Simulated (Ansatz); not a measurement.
The cluster Mg4O4⁻. Total charge -1; doublet. Geometry PBE0-D4/def2-SVPD.

Cartesian coordinates in Å:
```
Mg -0.3448 -1.6540 -0.1491
Mg 0.5135 0.5512 -1.5195
Mg -0.6433 -0.4188 2.1532
Mg 0.3724 2.1922 0.5305
O 0.1908 -1.2521 -1.8951
O -0.9070 -2.1650 1.5959
O -0.0509 0.3464 0.5255
O 0.8693 2.4001 -1.2414
```

The structure comes from a short search, and lower isomers may exist.

Q: Estimate the α-spin orbital energies around the gap (eV) in Ansatz with HF/def2-TZVPD, PBE-D4/def2-TZVPD, r2SCAN-D4/def2-TZVPD, B97M-V/def2-TZVPD, r2SCANh-D4/def2-TZVPD.

A: 
| orbital | HF/def2-TZVPD | PBE-D4/def2-TZVPD | r2SCAN-D4/def2-TZVPD | B97M-V/def2-TZVPD | r2SCANh-D4/def2-TZVPD |
| --- | --- | --- | --- | --- | --- |
| HOMO−9 | -7.24 | -2.56 | -2.66 | -2.76 | -3.15 |
| HOMO−8 | -7.14 | -2.36 | -2.49 | -2.56 | -2.99 |
| HOMO−7 | -6.91 | -1.90 | -2.03 | -2.15 | -2.56 |
| HOMO−6 | -6.60 | -1.90 | -2.01 | -2.12 | -2.49 |
| HOMO−5 | -6.34 | -1.50 | -1.66 | -1.67 | -2.15 |
| HOMO−4 | -6.24 | -1.39 | -1.55 | -1.65 | -2.03 |
| HOMO−3 | -6.06 | -1.38 | -1.50 | -1.60 | -2.01 |
| HOMO−2 | -5.94 | -1.31 | -1.47 | -1.56 | -2.00 |
| HOMO−1 | -5.59 | -1.20 | -1.33 | -1.39 | -1.79 |
| HOMO | -2.87 | -0.54 | -0.69 | -0.52 | -0.96 |
| LUMO | 2.52 | 0.45 | 0.45 | 0.41 | 0.63 |
| LUMO+1 | 3.30 | 1.78 | 1.92 | 1.67 | 2.05 |
| LUMO+2 | 3.49 | 1.91 | 2.28 | 1.80 | 2.43 |
| LUMO+3 | 3.83 | 2.37 | 2.83 | 2.21 | 2.89 |
| LUMO+4 | 3.85 | 2.67 | 3.05 | 2.61 | 3.16 |
| LUMO+5 | 4.15 | 2.73 | 3.13 | 2.62 | 3.25 |
| β HOMO | -5.58 | -1.18 | -1.31 | -1.36 | -1.77 |
| β LUMO | 2.82 | 0.19 | 0.41 | -0.22 | 0.53 |
